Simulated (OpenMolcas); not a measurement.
## Ta3+: ligand-field states by method

Ta3+ with 6 ligands (fluoride) in octahedral coordination (Oh) at 2.03 Å. A charge of +0.5 e stands 2.8 Å behind each ligand. Ligand basis ANO-RCC-VDZP.

```json
{
 "Program": "OpenMolcas",
 "Basis": "ANO-RCC-VDZP [7s6p4d2f1g]",
 "Scalar Hamiltonian": "DKH2, point nucleus",
 "Active space": "2 electrons in 5 orbitals (5d)",
 "State averaging": "2S+1 = 3 even, 10 roots; 2S+1 = 1 even, 15 roots",
 "Spin-orbit coupling": "RASSI with atomic mean-field integrals over the reference wave functions"
}
```

I. CASSCF
II. SS-CASPT2, IPEA 0.25 Eh, imaginary shift 0.1 Eh (the lowest 17 gerade and 18 ungerade orbitals frozen, chosen by energy and not by shell, so the metal 5p can be frozen and 4f correlated)

Spin-free states (labels of O, the rotations of Oh) in cm-1, each column counted from its own energy of the first state listed:

| State | Degeneracy | I | II |
| --- | --- | --- | --- |
| 3T1 | 3 | 0 | 0 |
| 1E | 2 | 9267 | 8650 |
| 1T2 | 3 | 9484 | 8580 |
| 1A1 | 1 | 21681 | 19290 |
| 3T2 | 3 | 29395 | 27880 |
| 3T1 | 3 | 37274 | 34490 |
| 1T2 | 3 | 39671 | 37110 |
| 1T1 | 3 | 41548 | 38870 |
| 3A2 | 1 | 60464 | 57400 |
| 1E | 2 | 70071 | 65480 |
| 1A1 | 1 | 80700 | 74160 |

From I to II, I's first state of the same spin (3T2) moves from 29395 to 27880 cm-1, by about -1500 cm-1.

From I to II, I's first state of another spin (1E) moves from 9267 to 8650 cm-1, by about -620 cm-1. In II another state of that kind comes below it.

I: A least-squares ligand-field fit to the states below 45000 cm-1, each weighted by its degeneracy and with a free common offset, gives 10Dq = 30568 cm-1, B = 626 cm-1 and C = 2587 cm-1 (C/B = 4.13), with an rms deviation of 196 cm-1. The same method and metal basis give the free ion B = 691 cm-1 (fit to its terms below 60000 cm-1, rms deviation 26 cm-1), so the nephelauxetic ratio is β = 626 / 691 = 0.91; it hangs on how both fits weigh the states, and computed free-ion B values tend to be too large, so β mixes covalency with correlation.

II: A least-squares ligand-field fit to the states below 45000 cm-1, each weighted by its degeneracy and with a free common offset, gives 10Dq = 28901 cm-1, B = 527 cm-1 and C = 2469 cm-1 (C/B = 4.69), with an rms deviation of 127 cm-1. 

From I to II, 10Dq changes by -5 %, B by -16 % and C by -5 %.

χT at 300 K: I 0.16, II 0.15 cm3 K/mol.

The states above are spin-free; spin-orbit coupling is strong here and shifts and splits them by thousands of cm-1.

Roots that are degenerate in the reference are averaged as groups; the widest CASPT2 spread within a group is 250 cm-1 (the 3-fold group of multiplicity 1 near 38900 cm-1 above the lowest state of its run, II). Shifts and gaps below about the spread of the groups concerned are not significant. Over all roots computed the reference weight is 0.73 to 0.74 in II; a low but even weight reflects the number of correlated electrons. An orbital triplet at a regular site is open to Jahn-Teller coupling, which can distort the site and quench the lowest spin-orbit gaps and is left out. The least metal-like active orbital is 79 % on the metal (Löwdin) and no ligand orbital is active, so the numbers are rough. Ligand-to-metal charge-transfer states are missing. With no ligand orbital active B as a rule stays too high, so bands that hang on it stand too high and its fall with covalency is understated. Without dynamic correlation the repulsion within the d shell is too large (B by tens of per cent), so at a given field states of lower spin stand too high (holds for I). With metal d orbitals alone the field can be off either way by tens of per cent (holds for I). With one d shell and no ligand orbital active, 10Dq can be off by a tenth or more (holds for II). No measured value stands beside these numbers; the geometry was imposed, not optimised, and the real ion may take another.
